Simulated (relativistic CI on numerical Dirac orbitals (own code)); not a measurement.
Calculated at this level of theory: Dirac-Coulomb-Breit CI, separate exchange-only KLI orbitals for each configuration, QED by a radiative potential, valence Slater integrals scaled by 0.85, P86 correlation energy added to each configuration (own radial code, finite nucleus).

Configuration list (outside the closed core [Ar] 3d10): 4s²4p⁶, 4s²4p⁵4d, 4s²4p⁵5s, 4s4p⁶4d, 4s²4p⁵5p, 4s²4p⁵6s, 4s²4p⁵5d, 4s²4p⁵4f, 4s²4p⁵6p, 4s²4p⁵7s, 4s²4p⁵6d, 4s²4p⁵5f, 4s²4p⁵7p, 4s²4p⁵5g, 4s²4p⁵7d, 4s4p⁶5s, 4p⁶4d², 4p⁵4d³, 4p⁵4d²5s, 4p⁵4d²5p, 4p⁵4d²6s, 4p⁵4d²5d. Double excitations out of closed p, d and f shells are left out; levels of such configurations are missing from the list, as are those of other unlisted configurations, and high levels can miss mixing partners. These lack a partner that the ground configuration has and come out too high: 4s²4p⁵4f, 4s²4p⁵6p, 4s²4p⁵7s, 4s²4p⁵6d, 4s²4p⁵5f.

Correlation outside the listed configurations is missing or only estimated: errors of thousands of cm⁻¹ between configurations and terms are usual at this charge. Rates and lifetimes follow the computed energies and can be off by large factors. The fine structure of a lone outer electron comes out too small, for d and f at times inverted, and misplaced configurations move strength between like terms. 58 of the 69 excited levels that our extract of the measured tables holds in this range could be paired (the sources list more); they are missed by 2113 cm⁻¹ on average and 4457 at most, and levels without a partner can miss by more.

Outline of the computed level scheme of Sr III. Lowest level of each configuration: 4s²4p⁶ ¹S0 at 0.0000 eV; 4s²4p⁵4d ³P°0 at 22.0070 eV; 4s²4p⁵5s ³P°2 at 24.2742 eV; 4s²4p⁵5p ³S1 at 27.6318 eV; 4s²4p⁵5d ³P°0 at 33.3654 eV; 4s²4p⁵6s ³P°2 at 33.3998 eV; 4s²4p⁵6p ³S1 at 34.8520 eV.

Some strong electric-dipole decays among the lowest 45 levels: 4s²4p⁵4d ¹P°1 → 4s²4p⁶ ¹S0 (5.5e+10 s⁻¹); 4s²4p⁵5d ³D°1 → 4s²4p⁶ ¹S0 (6.1e+09 s⁻¹); 4s²4p⁵5s ³P°1 → 4s²4p⁶ ¹S0 (2.9e+09 s⁻¹); 4s²4p⁵5s ¹P°1 → 4s²4p⁶ ¹S0 (2.1e+09 s⁻¹); 4s²4p⁵6s ¹P°1 → 4s²4p⁶ ¹S0 (2.1e+09 s⁻¹); 4s²4p⁵4d ³D°1 → 4s²4p⁶ ¹S0 (1.5e+09 s⁻¹); 4s²4p⁵6s ³P°1 → 4s²4p⁶ ¹S0 (1.1e+09 s⁻¹); 4s²4p⁵5d ³F°4 → 4s²4p⁵5p ³D3 (8.9e+08 s⁻¹).

Rates of lines that live on the mixing of spin multiplicities can be off by large factors.

LS names give the leading component of a level, which can be under half, so a name can repeat, a term be missing and a line seem to break the LS rules.
